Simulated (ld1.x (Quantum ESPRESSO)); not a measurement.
## Which change was made? (Cr, TM)

chromium, norm-conserving Troullier–Martins (Kleinman–Bylander form), made with ld1.x (Quantum ESPRESSO) 7.5 (PBE, scalar-relativistic). Core [Ne], reference 3s2 3p6 3d5 4s1 4p0. Waves: 3p (bound): rc 1.10 bohr; 3d (bound): rc 1.30 bohr; 4f channel at 0.1 Ry: rc 1.30 bohr; 3s (bound): rc 1.05 bohr. Local part: the s channel. Core correction: none.

Occupied shells without a wave of their own: 4s. They enter only through the test configuration that unscreens the potential.

Cutoffs, loose and tight: the cutoffs (Ry, on a coarse ladder) from which the occupation-weighted sum of valence levels, in a spherical-Bessel basis at the reference potential, stays within 10 and 1 mRy of its value at 400 Ry. They do not see the model core or the augmentation charge, which bear on the density cutoff. Test errors are all-electron minus pseudo excitation energies from the reference, over the configurations 3s2 3p6 3d5 4s0 4p0; 3s2 3p6 3d4 4s0 4p0; 3s2 3p6 3d3 4s0 4p0; 3s2 3p6 3d5.5 4s0.5 4p0; 3s2 3p6 3d6 4s0 4p0; 3s2 3p6 3d4 4s2 4p0; 3s2 3p6 3d2 4s0 4p0; variants that change the core or the reference have their own tests.

The base gives: outcome: generated; cutoff, loose: 140 Ry; cutoff, tight: 230 Ry; bound ghosts: none; largest test error (meV): -263.

(1) After one change the result is: outcome: generated; cutoff, loose: 140 Ry; cutoff, tight: 230 Ry; bound ghosts: none; largest test error (meV): +175. Which change was it?
A. wave 3s (bound): rc 1.05 bohr becomes 3s (bound): rc 1.32 bohr
B. reference 3s2 3p6 3d5.5 4s0.5 4p0
C. all radii scaled by about 1.17 (s 1.24, p 1.30, d 1.52, f 1.52 bohr)

Results:

(1) B. The others give: wave 3s (bound): rc 1.05 bohr becomes 3s (bound): rc 1.32 bohr → outcome: generated, misses its reference levels by 0.34 eV; cutoff, loose: 120 Ry; cutoff, tight: 160 Ry; bound ghosts: none; largest test error (meV): -1310 | all radii scaled by about 1.17 (s 1.24, p 1.30, d 1.52, f 1.52 bohr) → outcome: generated, misses its reference levels by 0.26 eV; cutoff, loose: 100 Ry; cutoff, tight: 140 Ry; bound ghosts: none; largest test error (meV): -858.
